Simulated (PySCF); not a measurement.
HS₂, charge -1, multiplicity 1.

```xyz
3

S      0.0127     1.0931     0.0000
S     -0.0888    -1.0083     0.0000
H      1.2187    -1.3575     0.0000
```
Charge -1, spin multiplicity 1.

Coordinates come from a B3LYP-D3(BJ)/def2-TZVPD optimisation. The multiplicity is an assumed one; other spin states were not compared. The isomer is the one that the SMILES or the coordinates give; other isomers of the formula were not compared.

Method: KT2/pcSseg-2 run with PySCF. Non-relativistic, no solvent.

Question: Give the absolute GIAO shielding of each atom: isotropic value and principal components (ppm). (An estimate is asked for; the answer gives what the named calculation found.)

Answer: 
```tsv
atom	σ(iso)	σ11	σ22	σ33	span
S1	529.9	276.9	336.1	976.6	699.8
S2	624.5	370.4	583.6	919.5	549.2
H3	30.9	19.7	31.2	41.8	22.1
```
